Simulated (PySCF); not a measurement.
Compound: C3H3F2O2 (doublet state).
Cartesian coordinates in Å at the GFN2-xTB level; atoms count from 1:
```
atom  x, y, z in Å
C1    -1.6161    0.2708    0.4161
C2    -0.3155   -0.4628    0.4564
O3    -0.0867   -1.5364    0.9228
O4     0.6568    0.3086   -0.1573
C5     1.9230   -0.0932   -0.2934
F6     2.5222   -0.7147    0.7175
F7     2.7109    0.8630   -0.7827
H8    -1.8665    0.5143   -0.6136
H9    -1.5275    1.2028    0.9701
H10   -2.3918   -0.3476    0.8565
```

The hyperfine couplings belong to this conformer and change with its torsions.

Identity: `CC(=O)O[C](F)F` [radical].

Computed, not measured: UKS B3LYP, pcH-1 on C F H O, non-relativistic, mean-field spin-orbit, GIAO in PySCF. The structure is a single GFN2-xTB conformer in the gas phase; no vibrational or solvent corrections. Couplings are sensitive to structure, and on GFN2-xTB geometries they can be far from those on DFT ones. No stability test was run, so a lower SCF solution isn't excluded.

Task: The isotropic 13C couplings are +566.2, +0.9 MHz. Assign them to C2; C5.

Result: 
```csv
site,a_iso (MHz),ρ(0) (bohr⁻³),position,distance from C5 (Å),spin population,largest |T| (MHz)
C2,+0.9,+0.0008,2 bonds from C5,2.39,+0.01,2.1
C5,+566.2,+0.5037,largest spin population,0.00,+0.81,147.5
```

Task: Match the computed a_iso(17O) values -31.6, -2.0 MHz with the sites O3; O4.

Result: 
```json
{"site": "O3", "a_iso (MHz)": "-2.0", "ρ(0) (bohr⁻³)": "+0.0032", "position": "3 bonds from C5", "distance from C5 (Å)": "2.76", "spin population": "+0.03", "largest |T| (MHz)": "9.4"}
{"site": "O4", "a_iso (MHz)": "-31.6", "ρ(0) (bohr⁻³)": "+0.0522", "position": "1 bond from C5", "distance from C5 (Å)": "1.34", "spin population": "+0.04", "largest |T| (MHz)": "35.6"}
```

ρ(0) is the spin density at the nucleus and T the dipolar tensor; entries for several nuclei are means. The largest Mulliken spin population is on C5 (+0.81). The angles at C5 add up to 342.2°, so it is pyramidal.

Nuclei that the bonding pattern makes equivalent are averaged, as if the motion that swaps them (rotation, inversion, ring flip) were fast.

On an Arm Neoverse V2 with one thread, no GPU, shared host with 96 logical CPUs at a one-minute load of 36, this took 25 s (grids of density and orbitals included) and 0.71 GiB of memory at its peak.
